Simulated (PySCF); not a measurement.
# Deuteron quadrupole couplings in `C=CC[SiH2]C(F)(F)F`

Compound: C4H7F3Si.
Structure used (PBE0-D3(BJ)/def2-SVP), in Å, numbered top down from 1:
```
atom  x, y, z in Å
C1    -2.806   -0.021   -0.066
C2    -1.762   -0.163    0.754
C3    -0.434    0.503    0.591
Si4    0.855   -0.680   -0.108
C5     2.541    0.264   -0.149
F6     2.919    0.638    1.085
F7     2.445    1.386   -0.885
F8     3.541   -0.464   -0.665
H9    -3.739   -0.562    0.105
H10   -2.767    0.645   -0.934
H11   -1.855   -0.845    1.610
H12   -0.049    0.874    1.556
H13   -0.495    1.366   -0.092
H14    0.540   -1.084   -1.506
H15    1.046   -1.880    0.755
```

Level: PBE0/pcSseg-1 (PySCF, non-relativistic); Q(2H) = 0.00286 b; rigid geometry, the same for H and D, with no vibrational averaging.

Task: Rank these positions by the coupling χzz of a deuteron there, largest first.
A. H9 (vinylic hydrogen)
B. H11 (vinylic hydrogen)
C. H12 (methylene hydrogen)
D. H15 (Si–H hydrogen)

Result: A (207 kHz), B (199 kHz), C (193 kHz), D (94 kHz).

Task: Give the electric field gradient Vzz (the principal value of largest size), its asymmetry and the 2H coupling at each hydrogen.

Result: 
```csv
atom,bonded to,bond length (Å),Vzz (au),η,χzz (kHz)
H9,C1,1.093,0.3081,0.06,207
H10,C1,1.095,0.3038,0.06,204
H11,C2,1.098,0.2955,0.07,199
H12,C3,1.104,0.2873,0.04,193
H13,C3,1.102,0.2887,0.04,194
H14,Si4,1.489,0.1411,0.01,95
H15,Si4,1.490,0.1402,0.02,94
```

Task: Average by the element that carries the hydrogen.

Result: on C: 199 kHz over 5 positions, mean bond length 1.098 Å; on Si: 95 kHz over 2 positions, mean bond length 1.490 Å.

Task: How does χzz go with the bond length over the 5 C–H bonds?

Result: A straight-line fit has a slope of -12.9 kHz for each 0.01 Å, with a correlation coefficient of -0.99, over lengths from 1.093 to 1.104 Å. The longer bonds have the smaller couplings here.

Task: A static deuteron (I = 1) shows a doublet split by (3/2)χ, (3/4)χ(1 + η) and (3/4)χ(1 − η) with the field along z, y and x of the gradient. What are these for H14?

Result: With |χ| = 94.8 kHz and η = 0.014: 142, 72 and 70 kHz, to first order and without motion.

Isolated species at its PBE0-D3(BJ)/def2-SVP geometry (one conformer only). With so small a basis the couplings can be 20 % off.
